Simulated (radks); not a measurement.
Values are calculated unless marked as measured or tabulated.
The mean radii <r> (bohr) of the occupied orbitals of an atom or ion are listed with their occupations. Level of theory: Dirac Kohn-Sham, RPBE, spin-unpolarised, spherical densities, point nucleus (a radial shooting solver on a logarithmic mesh with Libxc functionals).

orbital  occ.      <r>
1s1/2       2  0.02781
2s1/2       2   0.1194
2p1/2       2   0.1008
2p3/2       4   0.1064
3s1/2       2   0.3217
3p1/2       2   0.3121
3p3/2       4   0.3236
3d3/2       4   0.2946
3d5/2       6   0.2982
4s1/2       2   0.7641
4p1/2       2   0.8005
4p3/2       4   0.8286
4d3/2       4   0.9528
4d5/2       6   0.9640
5s1/2       2    1.871

Name the element and its charge. Open shells, if any, are shared by 2j + 1.

Answer. Z = 52, tellurium, charge +4: Te4+ in [Kr] 4d10 5s2. The 1s radius gives Z: for a bare nucleus <r> = (2 gamma + 1)/(2Z) with gamma = sqrt(1 - (Z/c)^2), 0.02741 bohr for Z = 52, and screening makes it slightly larger (0.02781 here). The occupations add up to 48, and the charge is Z minus that.
